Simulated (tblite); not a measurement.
C9H9BO2.
Bonds: B1–O2, O2–C3, C3–C4 (double), C4–C5, C5–C6, C6–C7 (aromatic), C7–C8 (aromatic), C8–C9 (aromatic), C9–C10 (aromatic), C10–C11 (aromatic), C5–O12 (double), B1–O12, C6–C11 (aromatic). Hydrogens: H13, H14 on B1; H15 on C3; H16 on C4; H17 on C7; H18 on C8; H19 on C9; H20 on C10; H21 on C11.
Bond orders are those of one Lewis drawing.

Computed with GFN2-xTB (tblite), gas phase: L-BFGS steps from a force-field or distance-geometry start until the largest atomic force falls under 0.01 eV/Å.

Step 12: E = -904.8120 eV
```
atom  x, y, z in Å  |  force x, y, z in eV/Å
B1      3.0341   -1.1149    0.0450    0.006   0.018   0.001
O2      3.6266    0.3058    0.0512    0.004  -0.022   0.025
C3      2.8830    1.2846    0.3429    0.008  -0.042  -0.033
C4      1.5067    1.2376    0.4690   -0.019  -0.008   0.000
C5      0.8598    0.0275    0.1579   -0.008   0.010   0.008
C6     -0.6126   -0.0450    0.0679   -0.017   0.002   0.002
C7     -1.3836    1.0730   -0.2509   -0.020   0.008   0.003
C8     -2.7607    0.9734   -0.3291   -0.006  -0.026   0.001
C9     -3.3881   -0.2397   -0.0892    0.014  -0.013   0.008
C10    -2.6299   -1.3596    0.2176    0.021   0.009  -0.001
C11    -1.2519   -1.2667    0.2899   -0.006   0.011  -0.001
O12     1.4988   -1.0433   -0.0790    0.036  -0.008   0.007
H13     3.4436   -1.6818   -0.9122   -0.011  -0.006   0.036
H14     3.2973   -1.5973    1.1068   -0.048  -0.070  -0.049
H15     3.4030    2.2374    0.4600   -0.027   0.048  -0.016
H16     0.9556    2.1193    0.7298   -0.051   0.042   0.012
H17    -0.9071    2.0168   -0.4656    0.008   0.006   0.002
H18    -3.3485    1.8446   -0.5818    0.024  -0.029   0.007
H19    -4.4654   -0.3134   -0.1463    0.053   0.006   0.000
H20    -3.1165   -2.3079    0.3985    0.032   0.039  -0.006
H21    -0.6531   -2.1335    0.5274    0.005   0.023  -0.007
```

Step 13: E = -904.8128 eV
```
atom  x, y, z in Å  |  force x, y, z in eV/Å
B1      3.0308   -1.1164    0.0453    0.042   0.028   0.005
O2      3.6263    0.3062    0.0539   -0.014  -0.033   0.027
C3      2.8823    1.2856    0.3429    0.001  -0.045  -0.029
C4      1.5054    1.2364    0.4700   -0.004   0.016  -0.010
C5      0.8585    0.0265    0.1578    0.020   0.039   0.023
C6     -0.6136   -0.0440    0.0681    0.018   0.001  -0.003
C7     -1.3836    1.0744   -0.2508    0.003  -0.007   0.008
C8     -2.7599    0.9733   -0.3289   -0.013  -0.019   0.000
C9     -3.3859   -0.2401   -0.0885    0.009  -0.006   0.001
C10    -2.6280   -1.3600    0.2179   -0.006   0.020  -0.002
C11    -1.2509   -1.2661    0.2899    0.002   0.006   0.001
O12     1.4978   -1.0445   -0.0787    0.021  -0.003  -0.003
H13     3.4436   -1.6801   -0.9129   -0.021  -0.006   0.043
H14     3.2938   -1.6016    1.1064   -0.047  -0.061  -0.057
H15     3.4028    2.2398    0.4567   -0.049   0.019  -0.014
H16     0.9531    2.1186    0.7290   -0.039   0.028   0.010
H17    -0.9060    2.0176   -0.4654    0.005   0.010   0.000
H18    -3.3473    1.8441   -0.5820    0.007  -0.019   0.005
H19    -4.4626   -0.3134   -0.1464    0.031   0.001   0.002
H20    -3.1147   -2.3076    0.3985    0.024   0.020  -0.003
H21    -0.6509   -2.1318    0.5269    0.012   0.011  -0.004
```

Step 14: E = -904.8135 eV
```
atom  x, y, z in Å  |  force x, y, z in eV/Å
B1      3.0284   -1.1174    0.0458    0.055   0.028   0.007
O2      3.6259    0.3058    0.0567   -0.025  -0.025   0.029
C3      2.8817    1.2861    0.3425   -0.015  -0.032  -0.017
C4      1.5042    1.2360    0.4708    0.014   0.036  -0.016
C5      0.8578    0.0260    0.1580    0.036   0.047   0.028
C6     -0.6141   -0.0431    0.0682    0.048  -0.005  -0.004
C7     -1.3834    1.0756   -0.2506    0.019  -0.010   0.008
C8     -2.7592    0.9730   -0.3286    0.001  -0.002  -0.001
C9     -3.3837   -0.2406   -0.0878   -0.011   0.011  -0.009
C10    -2.6263   -1.3600    0.2181   -0.008   0.008   0.002
C11    -1.2499   -1.2655    0.2899    0.012   0.009   0.002
O12     1.4973   -1.0453   -0.0784    0.000   0.018  -0.009
H13     3.4432   -1.6788   -0.9127   -0.023  -0.008   0.034
H14     3.2897   -1.6070    1.1049   -0.038  -0.052  -0.047
H15     3.4014    2.2424    0.4534   -0.062  -0.017  -0.016
H16     0.9501    2.1184    0.7284   -0.019   0.006   0.003
H17    -0.9051    2.0185   -0.4651   -0.003   0.007   0.000
H18    -3.3460    1.8433   -0.5821   -0.012  -0.007   0.001
H19    -4.4596   -0.3135   -0.1464    0.002  -0.005   0.003
H20    -3.1126   -2.3070    0.3986    0.012  -0.002   0.001
H21    -0.6488   -2.1300    0.5263    0.018  -0.002  -0.001
```

Step 15: E = -904.8143 eV
```
atom  x, y, z in Å  |  force x, y, z in eV/Å
B1      3.0270   -1.1179    0.0463    0.047   0.020   0.009
O2      3.6250    0.3049    0.0603   -0.022  -0.015   0.028
C3      2.8808    1.2862    0.3417   -0.025  -0.004   0.001
C4      1.5032    1.2363    0.4713    0.016   0.048  -0.018
C5      0.8577    0.0260    0.1588    0.034   0.039   0.022
C6     -0.6139   -0.0422    0.0683    0.057   0.003  -0.002
C7     -1.3829    1.0767   -0.2502    0.035  -0.015   0.007
C8     -2.7584    0.9725   -0.3284    0.014   0.017  -0.003
C9     -3.3817   -0.2409   -0.0872   -0.011   0.012  -0.012
C10    -2.6245   -1.3599    0.2185   -0.007   0.010   0.002
C11    -1.2486   -1.2646    0.2899    0.021   0.002   0.004
O12     1.4967   -1.0457   -0.0782   -0.013   0.038  -0.013
H13     3.4424   -1.6778   -0.9118   -0.017  -0.012   0.012
H14     3.2846   -1.6139    1.1023   -0.022  -0.043  -0.023
H15     3.3988    2.2449    0.4496   -0.061  -0.049  -0.019
H16     0.9467    2.1185    0.7279    0.006  -0.013  -0.004
H17    -0.9041    2.0196   -0.4649   -0.011   0.002   0.001
H18    -3.3449    1.8423   -0.5821   -0.026   0.006  -0.002
H19    -4.4564   -0.3137   -0.1464   -0.035  -0.010   0.003
H20    -3.1101   -2.3064    0.3986    0.000  -0.026   0.006
H21    -0.6462   -2.1282    0.5258    0.019  -0.011   0.002
```

**Question.** Estimate the geometry and energy of step 16. (The exact step hangs on the optimiser's Hessian estimate; all steps are aligned on step 15, rigid shifts and turns removed.)

**Answer.** E = -904.8152 eV, largest force 0.072 eV/Å
```
atom  x, y, z in Å  |  force x, y, z in eV/Å
B1      3.0263   -1.1180    0.0471    0.022   0.005   0.007
O2      3.6238    0.3037    0.0644   -0.010  -0.001   0.026
C3      2.8796    1.2863    0.3408   -0.028   0.015   0.017
C4      1.5023    1.2376    0.4714    0.010   0.042  -0.017
C5      0.8582    0.0268    0.1599    0.019   0.018   0.007
C6     -0.6127   -0.0411    0.0684    0.042  -0.002   0.007
C7     -1.3818    1.0775   -0.2497    0.030  -0.006   0.001
C8     -2.7572    0.9724   -0.3282    0.023   0.022  -0.003
C9     -3.3797   -0.2411   -0.0868   -0.018   0.021  -0.016
C10    -2.6226   -1.3596    0.2188    0.005  -0.008   0.005
C11    -1.2469   -1.2638    0.2900    0.026   0.004   0.003
O12     1.4961   -1.0453   -0.0782   -0.010   0.053  -0.014
H13     3.4414   -1.6772   -0.9106   -0.007  -0.013  -0.014
H14     3.2789   -1.6220    1.0991   -0.003  -0.031   0.007
H15     3.3948    2.2468    0.4454   -0.040  -0.057  -0.019
H16     0.9432    2.1186    0.7273    0.023  -0.014  -0.008
H17    -0.9034    2.0207   -0.4646   -0.014  -0.003   0.002
H18    -3.3443    1.8414   -0.5822   -0.030   0.015  -0.004
H19    -4.4539   -0.3140   -0.1464   -0.053  -0.012   0.002
H20    -3.1075   -2.3063    0.3988   -0.004  -0.030   0.007
H21    -0.6433   -2.1265    0.5252    0.017  -0.016   0.004
```

The energy changes by -0.0008 eV. The first-order estimate −F·Δx gives -0.0011 eV and the mean of the old and new forces, exact on a quadratic surface, -0.0008 eV. The step makes an angle of 66° with the force vector and moves no atom by more than 0.010 Å.

What follows is the cost of the whole relaxation. On Arm Neoverse V2, one thread, on a shared host, this took 0.48 s wall.
